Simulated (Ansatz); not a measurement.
```yaml
crystal:
  periodic: [false, false, false]
  atoms:
    - {symbol: As, position_ang: [-0.004976, -2.887381, -0.282457]}
    - {symbol: In, position_ang: [-3.112017, -1.790501, 0.550314]}
    - {symbol: As, position_ang: [-2.500281, 1.447402, -0.281944]}
    - {symbol: In, position_ang: [3.104076, -1.801049, 0.557152]}
    - {symbol: As, position_ang: [2.506547, 1.439977, -0.272561]}
    - {symbol: In, position_ang: [0.004775, 3.588584, 0.549363]}
    - {symbol: H, position_ang: [-0.007866, -4.742734, 0.088411]}
    - {symbol: H, position_ang: [-0.003969, -3.076342, -2.165025]}
    - {symbol: H, position_ang: [-4.479956, -2.577750, -0.915623]}
    - {symbol: H, position_ang: [-3.208957, -1.845756, 2.698533]}
    - {symbol: H, position_ang: [-2.672073, 1.546471, -2.163537]}
    - {symbol: H, position_ang: [-4.103881, 2.376808, 0.098150]}
    - {symbol: H, position_ang: [4.472328, -2.591547, -0.906772]}
    - {symbol: H, position_ang: [3.195676, -1.859745, 2.705565]}
    - {symbol: H, position_ang: [2.687783, 1.541178, -2.153149]}
    - {symbol: H, position_ang: [4.111124, 2.363936, 0.116705]}
    - {symbol: H, position_ang: [0.000462, 3.705253, 2.697358]}
    - {symbol: H, position_ang: [0.011179, 5.163208, -0.920482]}
basis:
  gaussian: {orbitals: def2-SVPD}
total_charge: 1
magnetization: {spin_polarized: true, initial_magnetization: 1}
hamiltonian: {xc: {name: wPBEh}}
scf: {omitted_lower_state_checks: [starts]}
```

```sh
$ ansatz run in.yaml --threads 2 --pin off --events-out ev --progress --plain --max-ram 32768MiB --backend cuda --devices 0, --max-vram 18GiB
```

Output, abridged:

```
Functional definition: wPBEh
  name "wPBEh"
  cite "Heyd, Scuseria & Ernzerhof, J. Chem. Phys. 118, 8207 (2003) doi:10.1063/1.1564060"
  cite "Krukau, Vydrov, Izmaylov & Scuseria, J. Chem. Phys. 125, 224106 (2006) doi:10.1063/1.2404663"
  cite "Heyd & Scuseria, J. Chem. Phys. 120, 7274 (2004) doi:10.1063/1.1668634"
  cite "Ernzerhof & Perdew, J. Chem. Phys. 109, 3313 (1998) doi:10.1063/1.476928"
  cite "Perdew, Burke & Ernzerhof, Phys. Rev. Lett. 77, 3865 (1996) doi:10.1103/PhysRevLett.77.3865"
  parent pbe
  parameter a = 0.25
  parameter omega = 0.11/bohr
  exchange = wpbe_x - a*pbe_x_sr(omega) + a*exact_x_sr(omega)
  correlation = pbe_c
these checks for a lower state are left out or cut short: starts
3312 factors; integrals over basis functions are off by at most 1.0e-3 eV
358 factors; integrals over basis functions are off by at most 4.1e-7 eV
mean field evaluation 1: about -198174.9924 eV, gradient 1.4e1 eV
mean field evaluation 2: about -198174.8695 eV, gradient 1.4e1 eV
mean field evaluation 4: about -198176.2128 eV, gradient 4.8e0 eV
mean field evaluation 8: about -198176.4953 eV, gradient 6.2e-1 eV
mean field evaluation 16: about -198176.5021 eV, gradient 1.3e-2 eV
mean field evaluation 32: about -198176.5021 eV, gradient 1.3e-4 eV
mean field -198176.50209941 eV, -7282.8521232954 hartree, gradient 9.2e-6 eV, S^2 0.817095; 0 other end points of the search recorded, 0 dependent functions left out
reference -198176.50220950 eV, -7282.8521273412 hartree; 87, 86 occupied and 219, 220 virtual orbitals, 3312 factors
Total energy: -198176.50220950 eV, -7282.8521273412 hartree
Checks for a lower state left out: starts
```

Run time 10 s (2 threads of AMD EPYC 7R13 on a shared host and a share (18 GiB) of an NVIDIA H100 80GB HBM3), peak host memory 1.1 GiB.

In the def2 sets In takes a core potential; there is no spin–orbit coupling.
